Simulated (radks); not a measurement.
Results of a calculation; reference values are marked as such.
All-electron atom: the rhenium ion Re10+ in [Kr] 4d10 4f14 5s2 5p3 (the NIST ground configuration). Code: a radial shooting solver on a logarithmic mesh with Libxc functionals. Model: Dirac Kohn-Sham, PBE, spin-unpolarised, spherical densities, finite nucleus; open shells fill j = l - 1/2 first; Fermi nuclear charge, rms radius 5.3698 fm.

Spin-orbit splittings of the eigenvalues, e(l+1/2) - e(l-1/2), with zeta = 2 splitting/(2l+1) and mean radii in bohr:

| shell | occ. | splitting (eV) | zeta (eV) | <r> j=l-1/2 | <r> j=l+1/2 |
|---|---|---|---|---|---|
| 2p | 6 | 1440 | 959.9 | 0.06246 | 0.07053 |
| 3p | 6 | 312.8 | 208.5 | 0.1869 | 0.2018 |
| 3d | 10 | 67.94 | 27.18 | 0.1764 | 0.1810 |
| 4p | 6 | 73.01 | 48.68 | 0.4447 | 0.4779 |
| 4d | 10 | 13.53 | 5.412 | 0.4921 | 0.5033 |
| 4f | 14 | 2.604 | 0.7439 | 0.5571 | 0.5641 |
| 5p | 3 | 13.96 | 9.304 | 1.043 | 1.110 |
